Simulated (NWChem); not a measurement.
# Lowest excitation of BeO

SMILES: [Be]=[O]
```xyz
2

Be     0.0000     0.0000     0.9063
O      0.0000     0.0000    -0.4531
```
Charge 0, spin multiplicity 1.

The numbers come from NWChem runs, not from measurements. The geometry was optimised at PBE/def2-SVP, a minimum by its harmonic frequencies.

Basis set: def2-SVPD.

```
method    lowest vertical singlet excitation energy (eV)  relative cost  difference from EOM-CCSD
--------  ----------------------------------------------  -------------  ------------------------
EOM-CCSD                                            1.39              9                      0.00
CIS                                                 2.56        under 3                     +1.17
TD-PBE                                              1.34              1                     -0.05
TD-B3LYP                                            1.43        under 3                     +0.04
TDA-PBE0                                            1.63        under 3                     +0.24
```

The values span 1.22 eV, from TD-PBE (lowest) to CIS (highest). Costs are rough ratios of processor time within this set of runs, SCF included, with TD-PBE as 1.

The correlated methods keep 2 core orbitals frozen. B3LYP has NWChem's definition, with VWN1-RPA local correlation. The structure started from a generated list of species. Coupled-cluster values serve here as a point of comparison, not as the truth.
